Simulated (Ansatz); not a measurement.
Mulliken charges of `[OH][In]([F])[Br]` from ωB97M-V/def2-TZVPP in Ansatz (PBE0-D4/def2-TZVP geometry).

```
atom   x (Å)   y (Å)   z (Å)  charge (e)
  O1   0.418   1.466   0.331      -0.475
 In2   0.133  -0.454   0.061       1.039
  F3   1.415  -1.618   0.909      -0.460
 Br4  -1.667  -1.465  -1.230      -0.281
  H5  -0.249   1.997  -0.113       0.176
```

Problem. By hand: the dipole of these point charges (1 e Å = 4.8032 D).

Solution. Σ q r = (-0.287, 0.339, -0.186) e Å, of length 0.482 e Å = 2.32 D.

Problem. How does the dipole of the full density compare? (Estimate.)

Solution. The calculation gave: (-0.351, 0.306, -0.233) e Å, 2.50 D; the point charges give 0.93 times that, at 9° from its direction.

Point charges leave out the atoms' own dipoles, such as those of lone pairs, and Mulliken's split depends on the basis, so the close match here is no proof of good charges.
